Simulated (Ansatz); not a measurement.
Relaxation of Cl3FH2HfS (8 atoms, charge 0, multiplicity 1), to a largest force component of 0.03 eV/Å in at most 50 steps.

Level of theory: RKS B3LYP-D4/def2-SVP (Ansatz).

```xyz
8
Properties=species:S:1:pos:R:3
Hf 0.166 0.070 -0.220
F -0.044 -0.004 1.718
Cl 2.470 -0.067 -0.617
Cl -0.516 2.128 -1.109
Cl -0.785 -1.777 -1.313
S -3.245 0.099 1.321
H -3.385 -1.223 1.072
H -2.131 -0.099 2.112
```

Task: Where does it end, and by what steps?

Result: The run converged. The force dipped under the threshold on the way, but the program's further checks kept it going. After 20 steps the energy has fallen by 0.288 eV; H8 moved furthest, 0.98 Å. Joined: Hf1–S6 (3.74 → 2.97 Å).

```
step  energy less start (eV)  largest force component (eV/Å)  accepted
   0                  0.0000                           0.920       yes
   1                 -0.0855                           0.645       yes
   2                 -0.1658                           0.703       yes
   3                 -0.2025                           0.908       yes
   4                 -0.2352                           0.308       yes
   5                 -0.2178                           0.338        no
   6                 -0.2518                           0.160       yes
   7                 -0.2555                           0.055       yes
   8                 -0.2591                           0.148       yes
   9                 -0.2610                           0.271       yes
  10                 -0.2636                           0.160       yes
  11                 -0.2739                           0.049       yes
  12                 -0.2815                           0.063       yes
  13                 -0.2656                           0.804        no
  14                 -0.2857                           0.023       yes
  15                 -0.2851                           0.321        no
  16                 -0.2867                           0.057       yes
  17                 -0.2866                           0.082        no
  18                 -0.2872                           0.027       yes
  19                 -0.2875                           0.011       yes
  20                 -0.2877                           0.026       yes
```

```xyz
8
Properties=species:S:1:pos:R:3
Hf -0.007 -0.042 -0.107
F 0.199 -0.431 1.754
Cl 2.249 0.009 -0.774
Cl -0.690 2.169 -0.619
Cl -0.839 -1.818 -1.438
S -2.837 -0.121 0.778
H -2.810 -1.280 1.479
H -2.734 0.642 1.893
```

Whether the end is a true minimum wasn't checked by a vibrational analysis.

Run time: 72 s on 4 threads of Intel(R) Xeon(R) Platinum 8488C (Sapphire Rapids), with other jobs on the host, peak memory 0.41 GiB.
